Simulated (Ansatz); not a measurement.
Input (CCSDT(Q)/cc-pVTZ; Ansatz, an electronic-structure program):

Ansatz 0.2 input:
```yaml
crystal:
  periodic: [false, false, false]
  atoms:
    - {symbol: B, position_ang: [-0.55215273, 0.59324299, 0.02625426]}
    - {symbol: H, position_ang: [-1.23605244, 0.73665182, 0.99306765]}
    - {symbol: H, position_ang: [-0.68800368, 1.33058925, -0.90158088]}
    - {symbol: C, position_ang: [0.48457340, -0.52063452, -0.02304094]}
    - {symbol: H, position_ang: [0.51381786, -1.33629135, 0.69347455]}
    - {symbol: H, position_ang: [1.26356151, -0.57335754, -0.77798701]}
basis:
  gaussian:
    orbitals: cc-pVTZ
magnetization: {spin_polarized: true, initial_magnetization: 1}
correlation: {method: ccsdt_q, electrons: outside_noble_gas}
```

Output:

```
Functional definition: HF
integrals: 0.43 GiB planned
1470 factors; integrals over basis functions are off by at most 2.0e-7 eV
mean field: 0.35 GiB planned
mean field evaluation 1: about -1763.3559 eV, gradient 1.3e1 eV
mean field evaluation 2: about -1763.3562 eV, gradient 1.3e1 eV
mean field evaluation 4: about -1764.5647 eV, gradient 1.5e0 eV
mean field evaluation 8: about -1764.5943 eV, gradient 2.7e-3 eV
mean field evaluation 16: about -1764.5926 eV, gradient 2.5e-1 eV
mean field -1764.59428850 eV, -64.8476440173 hartree, gradient 5.1e-6 eV, S^2 0.758292; 1 other end points of the search recorded, 0 dependent functions left out
2 core orbitals not correlated
reference -1764.59428850 eV, -64.8476440173 hartree; 6, 5 occupied and 108, 109 virtual orbitals, 1470 factors
second order -6.76555049 eV of doubles, -0.00000000 eV of singles
coupled cluster: 5.42 GiB planned
cycle   1  -7.41566151 eV  change   -6.5e-1 eV  update   6.5e-2
cycle   2  -7.85648101 eV  change   -4.4e-1 eV  update   2.6e-2
cycle   3  -7.93140793 eV  change   -7.5e-2 eV  update   1.2e-2
cycle   4  -7.91185074 eV  change    2.0e-2 eV  update   5.2e-3
cycle   5  -7.91564368 eV  change   -3.8e-3 eV  update   2.9e-3
cycle   6  -7.91928341 eV  change   -3.6e-3 eV  update   1.4e-3
cycle   7  -7.91802010 eV  change    1.3e-3 eV  update   8.2e-4
cycle   8  -7.91820327 eV  change   -1.8e-4 eV  update   5.4e-4
cycle   9  -7.91857112 eV  change   -3.7e-4 eV  update   2.4e-4
cycle  10  -7.91818775 eV  change    3.8e-4 eV  update   1.1e-4
cycle  11  -7.91836980 eV  change   -1.8e-4 eV  update   4.2e-5
cycle  12  -7.91837589 eV  change   -6.1e-6 eV  update   1.7e-5
cycle  13  -7.91839704 eV  change   -2.1e-5 eV  update   7.5e-6
cycle  14  -7.91839936 eV  change   -2.3e-6 eV  update   3.0e-6
cycle  15  -7.91839789 eV  change    1.5e-6 eV  update   1.4e-6
cycle  16  -7.91839724 eV  change    6.6e-7 eV  update   7.5e-7
perturbative correction -0.00735353 eV, -0.0002702371 hartree
Total energy: -1772.52003926 eV, -65.1389099856 hartree
```
